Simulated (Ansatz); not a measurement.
A nudged elastic band was laid between two geometries of H₃NS₂Si (7 atoms, charge 0, multiplicity 1).

The calculation used Ansatz 0.2.0, UKS PBE-D4/def2-SVP.

| Quantity | Value |
| --- | --- |
| movable images | 5 |
| climbing image | yes |
| spring | 5.0 eV/Å² |
| optimiser | quadratic models (default) |
| start path | through a guess of the saddle point |
| force threshold | 0.05 eV/Å |
| iteration limit | 60 |
| end points | relaxed |

Image 0:

```xyz
7
Properties=species:S:1:pos:R:3
N -0.821 0.831 -0.341
Si 0.524 -0.194 -0.067
S 0.841 -1.278 1.748
S 0.241 -2.297 -0.156
H -0.694 1.821 -0.555
H -1.748 0.618 0.032
H 1.718 0.431 -0.708
```

Image 6:

```xyz
7
Properties=species:S:1:pos:R:3
N -1.209 0.970 -0.389
Si 0.297 0.362 -1.007
S 1.493 -0.850 1.201
S 0.144 -1.744 -0.163
H -1.458 1.960 -0.480
H -1.883 0.445 0.180
H 2.678 -1.211 0.612
```

What changes between the two ends?

Bonds broken: Si2–H7. Bonds formed: S3–H7.

What energy profile does the band end with?

The forces met the threshold. The highest image is number 2 of 0 to 6, 1.52 eV above the first end and 0.67 eV above the last; the last end lies 0.86 eV above the first. A vibrational analysis at the climbing image gives one clearly imaginary mode, 678i cm⁻¹: a first-order saddle point. The orbitals stay closed-shell, which can raise the energy where a bond breaks towards radicals; this wasn't checked here.

```tsv
image	path coordinate (Å)	energy (eV)	Si2–H7 (Å)	S3–H7 (Å)
0	0.00	0.00	1.49	3.12
1	0.68	0.66	1.47	2.49
2	1.36	1.52	1.60	1.87
3	1.87	1.24	2.04	1.44
4	2.37	1.08	2.50	1.38
5	2.88	0.92	2.91	1.37
6	3.38	0.86	3.28	1.37
```

What is the geometry of the highest image?


```xyz
7
Properties=species:S:1:pos:R:3
N -0.941 0.888 -0.391
Si 0.423 -0.114 -0.695
S 1.334 -1.166 1.436
S 0.113 -2.135 -0.002
H -0.929 1.897 -0.557
H -1.774 0.566 0.109
H 1.835 -0.005 0.055
```

What are the harmonic wavenumbers there?

678i, 137, 214, 272, 317, 361, 447, 535, 690, 780, 860, 1451, 1732, 3481, 3596 cm⁻¹.

The run took 74 s on 2 threads of Intel(R) Xeon(R) 6975P-C (Granite Rapids) (shared host), peak memory 0.19 GiB.
